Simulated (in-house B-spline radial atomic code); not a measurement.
RPA and G0W0 for the oxygen ion O⁴⁺, [He] 2s2, as one setting changes: the highest l of the empty states. Start: Hartree-Fock. A dash marks a level of low quasi-particle weight. Computed with an all-electron radial atomic-structure program (B-spline basis): all electrons, non-relativistic, point nucleus, each spin shell either full or empty, empty states to the listed l with an (l + 1/2)⁻⁴ tail; G0W0 by contour deformation at full frequency.

```tsv
highest l of the empty states	RPA summed (Eh)	RPA extrapolated (Eh)	G0W0 level (eV)
2	-0.1846	-0.19338	2s -113.33
3	-0.19002	-0.19414	2s -113.35
4	-0.19209	-0.19432	2s -113.35
5	-0.19304	-0.19437	2s -113.35
6	?	?	?
7	?	?	?
8	-0.19398	-0.19437	2s -113.35
9	-0.19408	-0.19436	2s -113.35
10	-0.19415	-0.19435	2s -113.35
11	-0.19419	-0.19434	2s -113.35
```

(1) What belongs in the row for 7?

(2) What belongs in the row for 6?

Answers

(1) RPA summed (Eh): -0.19381; RPA extrapolated (Eh): -0.19438; G0W0 level (eV): 2s -113.35.

(2) RPA summed (Eh): -0.19354; RPA extrapolated (Eh): -0.19438; G0W0 level (eV): 2s -113.35.
